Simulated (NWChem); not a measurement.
System: C4H7N; SMILES C=C=CCN

```xyz
12

C     -0.4981    -2.1731     0.0000
C      0.2751    -1.1053     0.0000
C      1.0193    -0.0157     0.0000
C      0.4532     1.3998     0.0000
N     -0.9917     1.5439     0.0000
H     -0.8303    -2.6466    -0.9408
H     -0.8303    -2.6466     0.9408
H      2.1219    -0.1174     0.0000
H      0.8702     1.9389     0.8815
H      0.8702     1.9389    -0.8815
H     -1.3782     1.0454     0.8136
H     -1.3782     1.0454    -0.8136
```
Atoms are numbered in this order, from 1.

Program: NWChem. Structure relaxed at the PBE-D3(BJ)/def2-SVP level. B3LYP is NWChem's, with the RPA form of VWN correlation.

Problem. Among these, which level gives the highest value of “dipole (D)”?
A. B3LYP/def2-TZVP
B. B3LYP/def2-TZVPP
C. B3LYP/def2-SVP
D. B3LYP/def2-SVPD

Solution. D, B3LYP/def2-SVPD. Values: B3LYP/def2-SVP 0.95; B3LYP/def2-TZVPP 0.97; B3LYP/def2-TZVP 1.01; B3LYP/def2-SVPD 1.07
